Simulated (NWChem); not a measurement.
Everything below was run with NWChem. System: C₂HF₃, charge 0, spin multiplicity 1, at a geometry optimised with B3LYP/def2-SVP. The structure started from a generated list of species. Level: G0W0@PBE0/def2-TZVPP, RI basis def2-tzvpp-rifit.

Output (cleaned and shortened):

```
             Northwest Computational Chemistry Package (NWChem) 7.3.0
             --------------------------------------------------------

                                NWChem Input Module
                                -------------------

 Scaling coordinates for geometry "geometry" by  1.889725989
 (inverse scale =  0.529177249)

 Turning off AUTOSYM since
 SYMMETRY directive was detected!

                             Geometry "geometry" -> ""
                             -------------------------

 Output coordinates in angstroms (scale by  1.889725989 to convert to a.u.)

  No.       Tag          Charge          X              Y              Z
 ---- ---------------- ---------- -------------- -------------- --------------
    1 F                    9.0000    -0.76794700     1.72452500     0.00000000
    2 C                    6.0000     0.30959400     0.93569300     0.00000000
    3 C                    6.0000     0.19312400    -0.39135400     0.00000000
    4 F                    9.0000    -0.94460900    -1.04878600     0.00000000
    5 F                    9.0000     1.23536300    -1.19819400     0.00000000
    6 H                    1.0000     1.27842300     1.43605500     0.00000000

 Effective nuclear repulsion energy (a.u.)     172.9629624941

            Nuclear Dipole moment (a.u.)
            ----------------------------
        X                 Y               Z
 ---------------- ---------------- ----------------
    -0.0000113384    -0.0000113384     0.0000000000

      Symmetry information
      --------------------

 Group name             Cs
 Group number              2
 Group order               2
 No. of unique centers     6

      Symmetry unique atoms

     1    2    3    4    5    6


 Summary of "ao basis" -> "" (spherical)
 ------------------------------------------------------------------------------
       Tag                 Description            Shells   Functions and Types
 ---------------- ------------------------------  ------  ---------------------
 *                         def2-tzvpp                 on all atoms

 new library libraries.bse/

 Summary of "ri basis" -> "" (spherical)
 ------------------------------------------------------------------------------
       Tag                 Description            Shells   Functions and Types
 ---------------- ------------------------------  ------  ---------------------
 *                      def2-tzvpp-rifit              on all atoms
[...]
  ----- ------------  ---------------      ----- ------------  ---------------
   158      1.799031  6 H  s                129     -0.996768  5 F  s
    35     -0.826560  2 C  s                 36     -0.792940  2 C  s
    67      0.763662  3 C  s                 44     -0.676183  2 C  py
    75     -0.659054  3 C  py                43     -0.648423  2 C  px
    74      0.535924  3 C  px                98     -0.384011  4 F  s

 center of mass
 --------------
 x =  -0.04020960 y =  -0.04485512 z =   0.00000000

 moments of inertia (a.u.)
 ------------------
         425.135446139253         107.425681283109           0.000000000000
         107.425681283109         215.541647864767           0.000000000000
           0.000000000000           0.000000000000         640.677094004020

     Multipole analysis of the density
     ---------------------------------

     L   x y z        total         alpha         beta         nuclear
     -   - - -        -----         -----         ----         -------
     0   0 0 0     -0.000000    -20.000000    -20.000000     40.000000

     1   1 0 0      0.454774      0.227393      0.227393     -0.000011
     1   0 1 0      0.152976      0.076494      0.076494     -0.000011
     1   0 0 1     -0.000000     -0.000000     -0.000000      0.000000

     2   2 0 0    -19.522160    -62.446048    -62.446048    105.369937
     2   1 1 0      1.810469     24.481731     24.481731    -47.152992
     2   1 0 1     -0.000000     -0.000000     -0.000000      0.000000
     2   0 2 0    -20.061736   -113.271760   -113.271760    206.481784
     2   0 1 1      0.000000      0.000000      0.000000      0.000000
     2   0 0 2    -19.298781     -9.649390     -9.649390      0.000000

 Task  times  cpu:       32.4s     wall:       32.4s

                                NWChem Input Module
                                -------------------

                                 NWChem GW Module
                                 ----------------

                             ***********************
                             ***        GW       ***
                             ***********************

 Summary of "ri basis" -> "ri basis" (spherical)
 ------------------------------------------------------------------------------
       Tag                 Description            Shells   Functions and Types
 ---------------- ------------------------------  ------  ---------------------
 F                      def2-tzvpp-rifit            22       76   8s6p4d3f1g
 C                      def2-tzvpp-rifit            22       76   8s6p4d3f1g
 H                      def2-tzvpp-rifit            10       30   4s3p2d1f

                 Memory Information
                 ------------------
          Available GA per process is          1699.8 MBs
          Available stack per process is        700.0 MBs
          Available heap per process is           0.0 MBs

          Peak memory in Initialization
              Peak GA per process is                 13.2 MBs
              Peak stack per process is               0.3 MBs
              Peak heap per process is               13.6 MBs
              Memory not in MA per process            0.0 MBs

          Peak memory in CDGW Calculation
              Peak GA per process is                 15.9 MBs
              Peak stack per process is               2.6 MBs
              Peak heap per process is                3.2 MBs
              Memory not in MA per process            0.0 MBs

          Computing 2-center integrals
          Computing Inverse Cholesky factor
          Computing 3-center integrals
          Computing Vxc

          Computing Sigma_x
          Computing W(iw) on the imaginary grid
          Solving quasiparticle equations

                  Alpha Orbitals
          State     Energy (eV)     Error (eV)
          -----------------------------------
@GW        17        -15.829           0.002
@GW        18        -15.422           0.002
@GW        19        -14.258           0.002
@GW        20        -10.088           0.002
@GW        21          3.050           0.002
@GW        22          3.739           0.005

     GW Timing Statistics
   ------------------------
   Init.   :          0.1s
     ERIs  :          1.6s
     Distr.:          0.0s
     Vxc   :          3.1s
   Vmo     :          0.0s
   iW      :          3.1s
   I_n     :          0.0s
   R_n     :          0.5s
   GW total:          8.3s

 Task  times  cpu:        8.3s     wall:        8.3s

 Total times  cpu:       40.8s     wall:       40.8s
```

Write an NWChem input that would produce this output.

Several could match; the one computed here: 
```
start mol
memory heap 200 mb stack 700 mb global 1700 mb
geometry units angstroms nocenter noautoz
  F     -0.767947     1.724525     0.000000
  C      0.309594     0.935693     0.000000
  C      0.193124    -0.391354     0.000000
  F     -0.944609    -1.048786     0.000000
  F      1.235363    -1.198194     0.000000
  H      1.278423     1.436055     0.000000
  symmetry group Cs
end
basis spherical
  * library def2-tzvpp
end
basis "ri basis" bse spherical
  * library def2-tzvpp-rifit
end
dft
  xc pbe0
  iterations 100
  direct
  tolerances tight
end
task dft energy
gw
  method cdgw
  states alpha occ 4 vir 2
end
task dft gw
```
